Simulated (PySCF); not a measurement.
Coordinates in bohr (charge -1 multiplicity 1):
```
Si    0.0000    0.0000    0.0000
Cl    0.0000    0.0000    4.2416
Cl    0.0000    0.0000   -4.2416
Cl    4.0514    0.0000    0.0000
Cl   -2.0257    3.5086    0.0000
Cl   -2.0257   -3.5086    0.0000
```

These are results of B3LYP in PySCF with Si def2-SVPD, Cl def2-SVPD; no relativity; density-fitted integrals, not measurements.

This geometry of [SiCl5]- is a stationary point at this level.

Q: What is the point group?

A: D3h.

Q: Is it a minimum?

A: Yes: all harmonic wavenumbers are real.

Q: List the harmonic modes with their infrared intensities.

A: 
```
symmetry  ω (cm⁻¹)  IR (km/mol, summed over degenerate members)
      e'        71                                          0.5
     e''       217                                          0.0
     a1'       227                                          0.0
      e'       234                                          4.3
    a2''       254                                          6.1
     a1'       344                                          0.0
    a2''       404                                          352
      e'       514                                          399
```

Q: What are the dipole moment and the gap between the highest occupied and lowest empty levels?

A: 0.00 D about the centre of mass and 5.66 eV.

Q: Give the atomic charges and bond orders.

A: 
| atom | Mulliken | Löwdin | polar tensor | Mayer order to Si1 |
| --- | --- | --- | --- | --- |
| Si1 | 1.73 | -0.22 | 2.24 | – |
| Cl2,3 | -0.62 | -0.22 | -0.69 | 0.63 |
| Cl4,5,6 | -0.50 | -0.11 | -0.62 | 0.73 |

In D3h the vibrations span 3e' + e'' + 2a1' + 2a2''. The a1', e'' modes carry no infrared intensity, as symmetry demands.

This need not be the most stable arrangement of these atoms. The lowest empty level of this anion is unbound, so it and the gap depend on the basis.
